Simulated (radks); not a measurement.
Problem. These are the eigenvalues of the occupied orbitals of an atom or ion with whole-number occupations (eV). Method: Dirac Kohn-Sham, LDA (Slater exchange, Perdew-Wang correlation), spin-unpolarised, spherical densities, point nucleus; computed with a radial shooting solver on a logarithmic mesh with Libxc functionals.

1s1/2: -30274.36
2s1/2: -4626.705
2p1/2: -4332.324
2p3/2: -4080.852
3s1/2: -925.8119
3p1/2: -805.2885
3p3/2: -758.8974
3d3/2: -545.2471
3d5/2: -535.5947
4s1/2: -172.1426
4p1/2: -131.2957
4p3/2: -122.6066
4d3/2: -57.8615
4d5/2: -56.5949
5s1/2: -33.8280
6p1/2: -9.6700
6p3/2: -9.4393

Which element is it, and in what charge state? The configuration may be excited. Open shells, if any, are shared by 2j + 1.

Solution. Z = 51, antimony, charge +2: Sb2+ in [Kr] 4d10 5s2 6p1. The list shows which subshells hold electrons but not how many an open one holds; the 1s level, -1112.6 hartree, gives Z - s = 47.2 by -(Z - s)^2/2, which with screening and relativity narrows Z to a few neighbours, and the depths of the outer levels then fix element, charge and occupations together.
